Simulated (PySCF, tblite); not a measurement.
Calculations on `F[C]1OB(Cl)O[C@@H]1C(F)(F)F` [radical], in the order of a workflow; each names the level of the geometry that it ran on. Settings lines and outputs come from a driver script.

Compound: C3HBClF4O2 (doublet state).
Numbering: `[F:1][C:2]1[O:3][B:4]([Cl:5])[O:6][C@@H:7]1[C:8]([F:9])([F:10])[F:11]` (hydrogens: H12 on C7)

Step 1: GFN2-xTB geometry optimisation, gas phase (tblite 0.8.0) (from a force-field or distance-geometry start)
```json
{"job": {"kind": "relax", "xc": "GFN2-xTB", "basis": "xTB"}, "charge": 0, "multiplicity": 2}
```
```
step      E/eV     max force
  0   -1080.95283    2.768
  1   -1081.42658    1.879
  2   -1081.68517    1.361
...
 74   -1083.83275    0.048
 75   -1083.83292    0.037
 76   -1083.83299    0.022
 77   -1083.83302    0.013
 78   -1083.83305    0.008
```

Energy lowered by 66.4 kcal/mol over 78 steps; largest atomic force 0.008 eV/Å at the end. «max force» is the largest atomic force in eV/Å.

The run took 0.6 s of wall time on one thread of an Arm Neoverse V1, on a shared host.

Step 2: GFN2-xTB harmonic vibrations, gas phase (tblite 0.8.0) (on the GFN2-xTB geometry)
```json
{"job": {"kind": "ir", "xc": "GFN2-xTB", "basis": "xTB"}, "charge": 0, "multiplicity": 2}
```
```
(table of modes left out)
```

30 modes from 39 to 2856 cm⁻¹ (unscaled, harmonic); zero-point energy 31.9 kcal/mol; all wavenumbers are real at this level.

Time: 0.44 s wall. Hardware: one thread, Arm Neoverse V1 (aarch64), no GPU, shared host with 64 logical CPUs at a one-minute load of 25.

Step 3: UKS B3LYP, pcH-1 on B C Cl F H O, non-relativistic, mean-field spin-orbit, GIAO (PySCF 2.14.0) (on the GFN2-xTB geometry)
```json
{"job": {"kind": "epr", "basis": "pcH-1"}, "charge": 0, "multiplicity": 2}
```
```
...
E = -1149.89914628 Eh   <S^2> = 0.7525 (exact 0.7500)
g shifts (ppm)      1          2          3
  rmc          -237       -237       -237
  gc             17         33         47
  oz_so          73       1973       2703
  total        -147       1769       2514
hyperfine (MHz)  atom isotope    a_iso     a_fc   dipolar eigenvalues
    0   19F     276.55     275.90   -239.07   -210.42    449.49
    1   13C     356.80     356.77    -77.91    -75.88    153.79
    2   17O     -45.30     -45.29    -34.64     16.78     17.86
    3   11B      15.52      15.52     -3.45     -0.88      4.32
    4  35Cl       0.33       0.34     -1.65     -1.27      2.92
    5   17O       0.10       0.11     -6.25      2.80      3.45
    6   13C      19.14      19.13     -4.85     -3.74      8.60
    7   13C      38.47      38.47     -3.37     -2.37      5.74
    8   19F      -2.99      -3.00     -2.53     -1.85      4.38
    9   19F       4.84       4.82     -7.62     -0.58      8.20
   10   19F       3.38       3.36     -5.16      0.56      4.60
   11    1H      53.87      53.87     -4.61     -3.25      7.85
```

⟨S²⟩ 0.753; g_iso 2.0037. rmc, gc and oz_so are the mass-correction, gauge-correction and orbital-Zeeman/spin–orbit parts of the g shift along its three principal axes; a_iso is the isotropic hyperfine coupling and a_fc its Fermi-contact part. The log counts atoms from 0, this text from 1.

Hardware: an Arm Neoverse V1 with one thread, on a shared host. Cost: 1.9 min wall (grids of density and orbitals included), 1.2 GiB resident at most.

Geometry of the electronic-property runs (GFN2-xTB):
```
atom  x, y, z in Å
F1     0.4252    0.2878   -2.4432
C2     0.3601   -0.2577   -1.2251
O3     1.4299   -0.9909   -0.8565
B4     1.6763   -0.7367    0.4822
Cl5    2.8815   -1.4809    1.3856
O6     0.8090    0.2150    0.9697
C7    -0.0814    0.5895   -0.0524
C8    -1.5240    0.2541    0.3907
F9    -1.8950    0.9649    1.4525
F10   -1.6492   -1.0359    0.7023
F11   -2.3935    0.5169   -0.5882
H12   -0.0376    1.6732   -0.2435
```

 (This holds for the electronic-property runs.)
